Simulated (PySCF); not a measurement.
# Telling isomers of C₇H₁₁ClO₂ apart by NMR

Theory: σ from GIAO-PBE0/pcSseg-1, coordinates at the GFN2-xTB level, in PySCF 2.14 (relativity neglected, one averaged value for each set of equivalent atoms, in vacuum, one conformer).

δ = σ(ref) − σ, references computed at the same level: 1H (σref 31.72) and 13C (σref 186.93) against TMS. Where no couplings were computed, multiplicities follow the n + 1 count of equivalent neighbours, and m marks all less simple cases (inequivalent or close neighbours, rings, F or P nearby). Shifts are as computed. Against solution values, carbons near 30 ppm lie about +3 ppm off and those near 130 ppm about +5 ppm; carbons on Cl a further +6 ppm. Of 1211 compounds with measured shifts, 218 miss one by over three times the rms of a fit or turn the order of signals round; such compounds aren't used in these exercises. Carbons bonded to Cl come out too deshielded.

(1) Tabulate the signals of `CO[C@]1(C(=O)Cl)CC1(C)C`, `CO[C@@]1(C)C[C@]1(C)C(=O)Cl` and their relative energies.

(2) What is the quickest way to tell CO[C@]1(C(=O)Cl)CC1(C)C from CO[C@@]1(C)C[C@]1(C)C(=O)Cl?

Answers

(1) 
| SMILES | carbon types | δC | δH | E rel. (kcal/mol) |
| --- | --- | --- | --- | --- |
| CO[C@]1(C(=O)Cl)CC1(C)C | 3×C 1×CH2 3×CH3 | 186.9, 76.1, 58.3, 41.5, 31.2, 22.9, 20.3 | 3.51 (s, 3H), 1.42 (s, 3H), 1.27 (m, 1H), 1.25 (s, 3H), 1.06 (m, 1H) | 0.0 |
| CO[C@@]1(C)C[C@]1(C)C(=O)Cl | 3×C 1×CH2 3×CH3 | 186.0, 74.0, 56.7, 42.2, 34.4, 17.6, 17.5 | 3.47 (s, 3H), 2.04 (m, 1H), 1.85 (s, 3H), 1.61 (s, 3H), 1.08 (m, 1H) | 0.6 |

Energies are electronic energies at PBE0/pcSseg-1 on these geometries, without zero-point or thermal terms, each for the one conformer computed, which needn't be the lowest.

(2) Both give the same number of carbon signals, with the same numbers of each carbon type, so the positions decide. The first has a methyl carbon (CH3) at 22.9 ppm, the second a three-membered-ring carbon (CH2) at 34.4 ppm. Their most deshielded carbons lie at 186.9 and 186.0 ppm.
